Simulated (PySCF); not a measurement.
PySCF 2.14 output of an unrestricted PBE calculation on a single atom or ion in aug-cc-pVQZ-PP with one added diffuse shell each of s, p, d, f, g type with ECP10MDF (8s7p6d4f3g, 114 functions), with a scalar-relativistic core potential:

```
SCF conv_tol = 1e-09
number electrons alpha = 12  beta = 10
    J. P. Perdew, K. Burke, and M. Ernzerhof.,  Phys. Rev. Lett. 77, 3865 (1996)
    J. P. Perdew, K. Burke, and M. Ernzerhof.,  Phys. Rev. Lett. 78, 1396 (1997)
    J. P. Perdew, K. Burke, and M. Ernzerhof.,  Phys. Rev. Lett. 77, 3865 (1996)
    J. P. Perdew, K. Burke, and M. Ernzerhof.,  Phys. Rev. Lett. 78, 1396 (1997)
cycle= 1 E= -331.707646746282  delta_E= -0.0102  |g|= 0.123  |ddm|= 1.38
cycle= 2 E= -331.707866718536  delta_E= -0.00022  |g|= 0.119  |ddm|= 0.579
cycle= 3 E= -331.709791296438  delta_E= -0.00192  |g|= 0.00285  |ddm|= 0.304
cycle= 4 E= -331.709819281875  delta_E= -2.8e-05  |g|= 0.001  |ddm|= 0.0328
cycle= 5 E= -331.709828451806  delta_E= -9.17e-06  |g|= 0.000156  |ddm|= 0.0266
cycle= 6 E= -331.709828656542  delta_E= -2.05e-07  |g|= 7.86e-06  |ddm|= 0.00424
cycle= 7 E= -331.70982865677  delta_E= -2.28e-10  |g|= 1.24e-06  |ddm|= 0.000153
converged SCF energy = -331.70982865677  <S^2> = 2.0016929  2S+1 = 3.0011284
```

The run itself started from symmetry-adapted Hartree-Fock orbitals and held the occupation by maximum overlap, on a logarithmic radial grid, so the iterations belong to that start.

Q: Which element, charge and spin multiplicity is this?

A: As⁺ (arsenic, charge +1), multiplicity 3; the state was [Ar] 3d10 4s2 4p1 5s1, high-spin 3P determinant (an excited configuration).

Energies and moments cover only the electrons outside the core potential. The outer electron is Rydberg-like, and this basis confines it to a smaller radius and binds it less than a complete one would.
